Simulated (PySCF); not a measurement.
## Functional dependence of a UV spectrum

Compound: C2H8FNSi.
SMILES: `CN(C)[SiH2]F`

Linear-response calculations in the def2-SVPD basis (PySCF; singlets by full response, triplets Tamm–Dancoff, core orbitals frozen in the response; HF means time-dependent Hartree–Fock). 'Strongest' is the level of largest summed f among the singlets computed (10 roots, of which the last may lack a degenerate partner); it can jump between rows when another state enters that window. S1 is the lowest singlet of each run and needn't be the same state throughout; f(S1) is that of one state. One conformer (not necessarily the lowest) at the PBE0-D3(BJ)/def2-SVP geometry, without solvent, vibrations or thermal averaging.

```
functional                               kind  S1 (eV)  f(S1)  strongest (eV)  T1 (eV)  HOMO (eV)  gap (eV)  ionisation energy, ΔSCF (eV)
       LDA                                LDA     5.31  0.008            5.92     5.12      -5.69      5.23                          8.98
       PBE                                GGA     5.38  0.010            5.99     5.17      -5.59      5.31                          8.80
      PBE0  global hybrid, 25% exact exchange     6.13  0.010            6.71     5.86      -6.90      7.37                          8.90
 BHandHLYP  global hybrid, 50% exact exchange     6.68  0.011            7.30     6.45      -8.16      9.17                          8.85
 CAM-B3LYP             range-separated hybrid     6.33  0.010            6.97     6.12      -8.27      9.44                          9.01
   wB97X-D             range-separated hybrid     6.54  0.009            7.12     6.32      -8.76     10.91                          8.98
   LC-wPBE             range-separated hybrid     7.00  0.009            7.55     6.65      -9.61     11.88                          9.09
        HF                       Hartree–Fock     7.81  0.014            8.52     7.49     -10.18     12.73                   not settled
```

Q: What does B3LYP (global hybrid, 20% exact exchange) give?

A: S1 (eV) 5.90, f(S1) 0.011, strongest (eV) 6.52, T1 (eV) 5.71, HOMO (eV) -6.68, gap (eV) 6.88, ionisation energy, ΔSCF (eV) 8.95. S1 runs from 5.31 eV (LDA) to 7.81 eV (HF), a spread of 2.50 eV, while the orbital gap spreads over 7.5 eV. Along PBE (0%), B3LYP (20%), PBE0 (25%), BHandHLYP (50%), HF (100%) S1 rises with the share of exact exchange. −ε(HOMO) comes closest to its own ΔSCF ionisation energy with wB97X-D (-0.21 eV) and misses most with LDA (-3.29 eV). 'Not settled' means that the ion's SCF failed to converge or may have ended in another state than the lowest.

Without π bonds the low states are Rydberg-like; a valence basis with one diffuse set may place them up to an eV too high.
